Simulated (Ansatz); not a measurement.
`N[Si](F)(S)I`, relaxed with RKS PBE-D4/def2-SVP in Ansatz 0.2.0 from a rough embedded geometry. The force threshold is 0.03 eV/Å; the program also tests the step.

Charge 0, multiplicity 1. I takes the def2 core potential.

Start:

```xyz
8

N     1.221   -0.771    0.208
Si   -0.057    0.232   -0.218
F     0.290    0.842   -1.623
S    -1.735   -0.951   -0.366
I    -0.310    2.009    1.419
H     2.066   -0.192    0.373
H     1.031   -1.121    1.183
H    -2.506   -0.048   -0.976
```

Task: How much energy does the relaxation release, and in how many steps? (An estimate is asked.)

Result: Ansatz gave: 40.71 kJ/mol, in 9 steps.

Task: Which bonds change most? (Estimate.)

Result: Ansatz gave: Si2–S4 from 2.058 to 2.134 Å; Si2–F3 from 1.571 to 1.633 Å; Si2–I5 from 2.430 to 2.483 Å; N1–Si2 from 1.680 to 1.714 Å.

Task: Give the relaxed structure. (Best estimate.)

Result: Ansatz gave: 
```xyz
8

N     1.226   -0.737    0.328
Si   -0.025    0.277   -0.260
F     0.570    0.978   -1.610
S    -1.701   -0.996   -0.616
I    -0.707    2.200    1.154
H     2.193   -0.402    0.297
H     1.056   -1.321    1.150
H    -2.613    0.001   -0.443
```
